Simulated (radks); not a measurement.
Task: Neutral hydrogen, 1s1. Calculated with a radial shooting solver on a logarithmic mesh with Libxc functionals: non-relativistic Kohn-Sham, PBE, spin-polarised, spherical densities, point nucleus. Every spin shell is full or empty, so the densities are truly spherical. Functionals are evaluated on that one density, not self-consistently. Rank these orbital-free kinetic functionals by their error against the exact value of the orbitals, and give that value: Thomas-Fermi, von Weizsacker, TF + vW/9, TF + vW/5, LC94, APBEK, revAPBEK, Perdew 92, Thakkar, Pearson, LKT, PG1, DePristo-Kress, Ernzerhof.

Result: Exact: 0.494812 hartree. From best to worst, with 100 (|E| - |E exact|)/|E exact| (equal figures are ties): von Weizsacker 0.00, APBEK +1.56, LC94 +1.69, Thakkar +1.92, DePristo-Kress +1.98, TF + vW/9 +2.12, Perdew 92 +2.14, revAPBEK +2.46, Pearson -2.89, Ernzerhof +5.74, Thomas-Fermi -8.99, TF + vW/5 +11.01, PG1 +54.24, LKT +61.68.
